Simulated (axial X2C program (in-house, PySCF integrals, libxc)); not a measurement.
Nuclear properties of AuTe

Computed with an in-house all-electron X2C program for linear molecules (integrals from PySCF): two-component X2C with atomic mean-field Coulomb and Gaunt terms, Gaussian nuclei, basis Au dyall-cv3z, Te dyall-cv3z with contracted cores.

R = 2.487 Å (near the PBE0 minimum at charge 0 of the determinant lowest at the starting distance; the state shown can have its own minimum elsewhere).

Input and command:
```json
{"zs": [79, 52], "q": 0, "bas": ["dyall-cv3z", "dyall-cv3z"], "r0": 2.49, "levels": ["PBE0", "HF", "PBE50", "PBE", "BHandHLYP"], "nst": 2}
```
```bash
python soeom.py task.json out
```

Keys: zs atomic numbers; q charge; bas basis sets; r0 starting distance in Å; levels methods; nst determinants followed.

Determinant lowest in the PBE0 search, Ω = 3/2 (⟨Sz⟩ = 0.50, ⟨Lz⟩ = 1.00 at PBE0), spin on the atoms Au 0.00, Te 0.50:

```json
{"level": "PBE0", "Eeff magnitude (GV/cm)": "1.62", "Ws magnitude Au (kHz)": "1.4", "Ws magnitude Te (kHz)": "0.396", "A∥/gI Au (MHz)": "-315", "qzz Au (a.u.)": "2.12", "A∥/gI Te (MHz)": "519", "qzz Te (a.u.)": "4.81", "μ (D)": "-1.66"}
{"level": "HF", "Eeff magnitude (GV/cm)": "0.363", "Ws magnitude Au (kHz)": "0.924", "Ws magnitude Te (kHz)": "0.911", "A∥/gI Au (MHz)": "-721", "qzz Au (a.u.)": "-1.61", "A∥/gI Te (MHz)": "503", "qzz Te (a.u.)": "2.39", "μ (D)": "-3.43"}
{"level": "PBE50", "Eeff magnitude (GV/cm)": "1.06", "Ws magnitude Au (kHz)": "1.22", "Ws magnitude Te (kHz)": "0.515", "A∥/gI Au (MHz)": "-429", "qzz Au (a.u.)": "0.74", "A∥/gI Te (MHz)": "527", "qzz Te (a.u.)": "3.97", "μ (D)": "-2.32"}
{"level": "PBE", "Eeff magnitude (GV/cm)": "1.58", "Ws magnitude Au (kHz)": "1.16", "Ws magnitude Te (kHz)": "0.291", "A∥/gI Au (MHz)": "-171", "qzz Au (a.u.)": "3.44", "A∥/gI Te (MHz)": "505", "qzz Te (a.u.)": "5.69", "μ (D)": "-1.10"}
{"level": "BHandHLYP", "Eeff magnitude (GV/cm)": "1.44", "Ws magnitude Au (kHz)": "1.38", "Ws magnitude Te (kHz)": "0.448", "A∥/gI Au (MHz)": "-346", "qzz Au (a.u.)": "1.04", "A∥/gI Te (MHz)": "552", "qzz Te (a.u.)": "4.30", "μ (D)": "-2.02"}
```

Eeff is the effective electric field on the electron electric dipole moment in this Ω state and Ws the scalar–pseudoscalar constant of the nucleus named (defined with the proton number Z and per Ω); A∥ (defined per Ω) follows by multiplying with gI = μI/(I μN); qzz is the electric field gradient, eQq0 = 234.96 MHz × Q/barn × qzz; μ is positive if the Te end (last atom) is positive. The operators were transformed with the bare-nucleus X2C matrices; with these basis sets, hyperfine constants and field gradients can be off by tens of per cent, and where levels differ in sign neither size nor sign is settled.

With gI(125Te) = -1.7770 (g factors from the IAEA table of nuclear moments by Stone), turn the PBE0 values of the first state into constants in MHz.

A∥(125Te) = 519 × -1.7770 = -922 MHz.

Each state is one determinant with collinear spin. Unrestricted Hartree–Fock can overshoot spin polarisation at the nuclei. In the state Ω = 3/2 the sign of Eeff differs between levels (HF against PBE0). Where Eeff spreads by more than a factor of two the levels disagree and none is to be relied on. The search compared states at one distance, so a state with another bond length can lie lower. Further determinants of the search, some of them spin-mixed, are not shown. Where a field gradient or hyperfine factor spreads by more than a factor of two over the levels, a constant derived from it is not to be relied on.
